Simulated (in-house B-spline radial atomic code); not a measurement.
Configurations of Cd II (Cd+), with energies counted from [Kr] 4d10 5s1. Level of theory: scalar-relativistic (X2C) BHandHLYP, spin-polarised, spherical fractional occupations, Fermi nucleus of rms radius 4.6087 fm; calculated with a radial B-spline atomic code at the basis-set limit. Caution: exact exchange at fractional occupations of open shells leaves self-interaction of up to several eV. Shells without spins written out take the highest spin.

Occupations are held fixed; configurations that lie above the ionisation limit could autoionise.

| configuration | E - E(ref) (eV) | highest orbital | its <r> (bohr) |
| --- | --- | --- | --- |
| [Kr] 4d10 6d1 | 13.864 | 6d up | 11.51 |
| [Kr] 4d(4 up, 5 down) 5s(1 up, 0 down) 6p(1 up, 0 down) | 25.862 | 6p up | 7.561 |
| [Kr] 4d9 5s1 6d1 | 27.521 | 6d up | 11.1 |
| [Kr] 4d9 5s1 5f1 | 28.597 | 5f up | 15.8 |
| [Ar] 3d10 4s2 4p5 4d10 5s1 5f1 | 88.747 | 5f up | 15.79 |
| [Ar] 3d10 4s2 4p(2 up, 3 down) 4d10 5s(0 up, 1 down) 6f(1 up, 0 down) | 89.305 | 6f up | 23.46 |

(1) Order these further configurations by energy, lowest first.
A. [Kr] 4d10 6p(1 up, 0 down)
B. [Ar] 3d9 4s2 4p6 4d10 5s1 5f1
C. [Kr] 4d9 5s1 6p1
D. [Kr] 4d10 4f1
E. [Ar] 3d9 4s2 4p6 4d10 5s1 6s1

(2) How far above the reference does [Kr] 4d9 5s1 5p1 lie?

(3) How far above the reference does [Ar] 3d(4 up, 5 down) 4s2 4p6 4d10 5s(0 up, 1 down) 6d(0 up, 1 down) lie?

Answers

(1) A (12.064 eV), D (13.935 eV), C (25.628 eV), E (429.84 eV), B (434.92 eV).

(2) 18.752 eV; its least bound orbital is 5p up with <r> = 3.219 bohr.

(3) 433.82 eV; its least bound orbital is 6d down with <r> = 11.02 bohr.
